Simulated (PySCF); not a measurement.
H4Si2, SMILES [SiH][SiH3] (connectivity only; charge and spin as stated), charge +1, multiplicity 2.

The structure is a stationary point at PBE-D3(BJ)/def2-TZVP. The multiplicity is an assumed one; other spin states were not compared. The isomer is the one that the SMILES or the coordinates give; other isomers of the formula were not compared.

Level of theory: PySCF with PBE/def2-TZVPD.

Isolated molecule, no solvent.

Computed frontier levels, dipole moment and polarisability:
* **α spin, highest occupied and lowest empty level**: -11.88 and -10.45 eV
* **β spin, highest occupied and lowest empty level**: -13.70 and -10.36 eV
* **dipole moment about the centre of nuclear charge**: 0.332 e·Å
* **mean static polarisability**: 55.4 bohr³ (8.22 Å³)
* **polarisability, principal values**: 44.4, 47.3, 74.7 bohr³
* **⟨S²⟩**: 0.753 (pure state 0.75)
